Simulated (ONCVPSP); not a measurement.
# LDA (Perdew-Zunger) ONCV dataset for Ga, fully relativistic all-electron reference.

* Element: Ga
* Generator: ONCVPSP 4.0.1
* Type: optimised norm-conserving Vanderbilt (ONCV)
* Functional: LDA (Perdew-Zunger)
* Relativity: fully relativistic
* Frozen core: [Ar] 3d10
* Valence charge: 3
* Reference configuration: 4s2 4p1
* Partial waves: 4s: rc 1.35 bohr, ncon 4, nbas 9, qcut 3.9 1/bohr, 3 projectors, debl 3 Ha; 4p: rc 2.55 bohr, ncon 4, nbas 9, qcut 3.5 1/bohr, 1 projector; d scattering state at 0.05 Ha: rc 2.50 bohr, ncon 4, nbas 7, qcut 3.9 1/bohr, 2 projectors, debl 3.5 Ha
* Local potential: polynomial inside 0.85 bohr (lpopt 5, dvloc0 3 Ha)
* Core correction: Teter function, fcfact 3.5, rcfact 1.05

Open shells are filled in proportion to 2j + 1.

All-electron outer shells of the reference configuration (LDA (Perdew-Zunger), scalar-relativistic, ld1.x):

```
shell  level (eV)  outermost node (bohr)  outermost maximum (bohr)
   3p      -98.65                   0.24                      0.56
   3d      -19.40                      –                      0.53
   4s       -9.17                   0.81                      1.87
   4p       -2.74                   0.87                      2.53
```

Q: Does the generator finish with these settings?

A: No. ONCVPSP 4.0.1 stopped with "optimize: ERROR ps0norm > uunorm, code will stop": the continuity conditions at rc already need more norm inside rc than the all-electron wave has, so norm conservation cannot be met. It happened in the s channel.
